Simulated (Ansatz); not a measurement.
Basis-set extrapolation for C2H8FNOSi, SMILES `CN[SiH](F)OC` (PBE0-D4/def2-TZVP geometry, frozen core, Ansatz 0.2.0). Multiplicity 1, RHF reference.

|  | def2-TZVPP | def2-QZVPP |
| --- | --- | --- |
| HF | -598.365349 | -598.390350 |
| MP2 correlation | -1.164906 | -1.255756 |
| CCSD(T) correlation | -1.249474 | not run |

Energies in hartree. Use E(X) = E(∞) + A·exp(−7.88·√X) for Hartree–Fock and E(X) = E(∞) + B·X^(−2.97) for correlation, with X = 3 and 4, and add CCSD(T) minus MP2 of the smaller set to the MP2 limit.

Task: What is the CCSD(T) energy at the basis-set limit?

Result: HF limit: -598.390350 + (-0.025001) × 0.13774 = -598.39379. MP2 limit: -1.255756 + (-0.090850) × 0.74074 = -1.32305. Higher-order term: -1.249474 − (-1.164906) = -0.08457. Total: -599.80141 hartree, 117.1 kcal/mol below CCSD(T)/def2-TZVPP.
